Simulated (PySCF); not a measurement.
Job for PySCF: R-B3LYP/6-31G* on H2O (SMILES O) with ghost functions, monomers drawn apart or pushed together.

```python
from pyscf import gto, scf, dft, mp
from pyscf.data.elements import chemcore

mol = gto.M(
    atom='''
    O    -0.03281218   -0.38616358    0.22298971
    H     0.71613780    0.20229907    0.07938891
    H    -0.79865345    0.19173448    0.30870595
    ghost-Se    0.43568523   -0.18288355    3.03492721
    ghost-H    0.39397863   -1.58191403    2.59728709
    ghost-H    0.69411307   -0.56743079    4.43330521
    ''',
    basis='6-31g*',
    cart=True,
    charge=0, spin=0, verbose=3, max_memory=1800)
mf = dft.RKS(mol, xc='b3lyp')
mf.conv_tol = 1e-8
mf.max_cycle = 100
mf.kernel()
if not mf.converged:
    mf = mf.newton().run(mf.mo_coeff, mf.mo_occ)
```

Program output:

```
converged SCF energy = -76.4136491050663
```

The calculation finished and met its thresholds.

Cost: about 2.4 core-seconds (a rough figure).
